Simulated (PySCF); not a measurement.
Isomers C11H9F:

A. `C=C1C(C)=Cc2ccc(F)cc21`
B. SMILES Fc1cccc2c1[C@@H]1C=C[C@H]2C1
C. SMILES C1(F)=CC2=C(C=C1)[C@H]1C=C[C@@H]2C1

Spectrum 1. $^{13}$C{$^{1}$H} NMR (computed): δ 170.1 (C), 161.8 (C), 154.0 (CH), 153.3 (C), 152.8 (CH), 127.5 (CH), 115.9 (CH), 115.6 (CH), 75.5 (CH2), 54.3 (CH), 53.4 (CH).

Spectrum 2. $^{13}$C{$^{1}$H} NMR (computed): δ 167.2 (C), 163.2 (C), 153.5 (CH), 153.4 (CH), 143.5 (C), 131.4 (CH), 122.5 (CH), 118.2 (CH), 75.2 (CH2), 54.3 (CH), 49.4 (CH).

Spectrum 3. $^{13}$C{$^{1}$H} NMR (computed): δ 171.4 (C), 155.7 (C), 145.1 (C), 144.0 (C), 143.9 (C), 137.8 (CH), 125.3 (CH), 120.4 (CH), 119.6 (CH2), 113.5 (CH), 15.3 (CH3).

Calculated, not measured (PySCF 2.14.0 with density-fitted response routines): coordinates at the GFN2-xTB level, shielding tensors at PBE0/pcSseg-1 (GIAO). No solvent, one computed conformer, relativity neglected, one averaged value for each set of equivalent atoms.

δ = σ(ref) − σ, references computed at the same level: TMS for $^{13}$C. Splittings of carbon signals by F and P are missing where no couplings were computed. Shifts are as computed. Against solution values, carbons near 30 ppm lie about +3 ppm off and those near 130 ppm about +5 ppm. Of 1211 compounds with measured shifts, 218 miss one by over three times the rms of a fit or turn the order of signals round; such compounds aren't used in these exercises.

Q: Match each spectrum to its structure.

A: 1–C, 2–B, 3–A.

- Spectrum 1 (C): 11 $^{13}$C signals; δC 170.1 is an aromatic carbon bearing fluorine; δC 154.0 is an alkene CH.
- Spectrum 2 (B): 11 $^{13}$C signals; δC 167.2 is an aromatic carbon bearing fluorine; δC 153.5 is an alkene CH.
- Spectrum 3 (A): 11 $^{13}$C signals; δC 171.4 is an aromatic carbon bearing fluorine; δC 155.7 is a fully substituted alkene carbon.
